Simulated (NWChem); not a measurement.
H$_{2}$SeS; SMILES S[SeH]

Results from NWChem. This build's default masses of Se (78.918 u) and Br (79.917 u) are each other's, which moves their modes by up to 0.6 %. Each level has its own optimisation; frequencies are unscaled.

```tsv
level	r H–Se (Å)	r S–Se (Å)	r H–S (Å)	highest harmonic frequency (cm⁻¹)	lowest (cm⁻¹)	zero-point energy (kcal/mol)	dipole (D)
PBE/def2-SVP	1.496	2.229	1.367	2568	382	10.3	1.20
BLYP/def2-SVP	1.500	2.264	1.369	2531	358	10.1	1.09
LDA (Slater exchange, VWN5)/def2-SVP	1.493	2.198	1.370	2559	400	10.3	1.28
PBE0/def2-SVP	1.478	2.207	1.354	2682	402	10.8	1.29
```
